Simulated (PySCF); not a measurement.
Compound: C₃H₈O₂SSi.
Atom-mapped SMILES: `[CH3:1][O:2][Si@@H:3]([SH:4])[CH2:5][CH:6]=[O:7]` (hydrogens: H8, H9, H10 on C1; H11 on Si3; H12 on S4; H13, H14 on C5; H15 on C6)

Structure used (GFN2-xTB), in Å, numbered top down from 1:
```
atom  x, y, z in Å
C1     2.7086   -0.0865   -0.3147
O2     1.4744    0.4500    0.0663
Si3    0.0049   -0.1409   -0.2551
S4    -0.0129   -2.2219    0.2779
C5    -1.1041    0.9277    0.8571
C6    -2.5161    0.5650    0.6013
O7    -2.8514   -0.3814   -0.0612
H8     2.7402   -1.1587   -0.1147
H9     3.4849    0.4164    0.2608
H10    2.8789    0.0791   -1.3798
H11   -0.3533   -0.0341   -1.6663
H12   -1.3161   -2.3845    0.1444
H13   -0.9637    1.9945    0.6901
H14   -0.9029    0.7628    1.9179
H15   -3.2760    1.2207    1.0688
```

Computed, not measured: PySCF, TDDFT PBE0/def2-SVPD, vertical, gas phase, core orbitals frozen in the response.

Q: List the vertical singlet excitations with oscillator strengths and describe the spectrum.

A: 

```csv
state,E (eV),ν̃ (cm⁻¹),f,|μ| (D),"main configurations (H = HOMO, L = LUMO)"
S1,4.38,35360,0.0002,0.11,"H-1→L (81%), H→L (15%)"
S2,5.16,41600,0.0001,0.09,"H→L (84%), H-1→L (14%)"
S3,6.10,49220,0.0002,0.09,H→L+1 (85%)
S4,6.30,50840,0.0001,0.06,H-2→L (99%)
S5,6.59,53130,0.055,1.48,"H→L+2 (51%), H→L+3 (41%)"
S6,6.66,53700,0.0010,0.20,"H-3→L (80%), H-5→L (9%)"
S7,6.95,56060,0.0066,0.50,"H→L+3 (44%), H→L+2 (37%)"
S8,7.07,57030,0.0032,0.35,H-1→L+1 (79%)
```

Triplets (Tamm–Dancoff): T1 3.76 eV, H-1→L (85%), H→L (9%); T2 5.11 eV, H→L (87%), H-1→L (8%); T3 5.79 eV, H→L+1 (74%).

The lowest singlet lies at 4.38 eV (283 nm, ultraviolet) and is dark (f under 0.0005); its leading configuration is HOMO-1→LUMO (81%). The most intense listed level is S5 at 6.59 eV (188 nm, f = 0.055), 2.20 eV above S1. S1 has the pattern of n→π* at C=O. Of the 8 states listed, 1 reaches f = 0.01 and 4 stay under 0.0005. Weighted by f, the mean energy of these states is 6.64 eV. Orbital energies (eV): HOMO-3 -9.00, HOMO-2 -8.33, HOMO-1 -7.89, HOMO -7.24, LUMO -1.10, LUMO+1 0.28, LUMO+2 0.60. The window holds the lowest 8 singlets.

One conformer stands for the species.
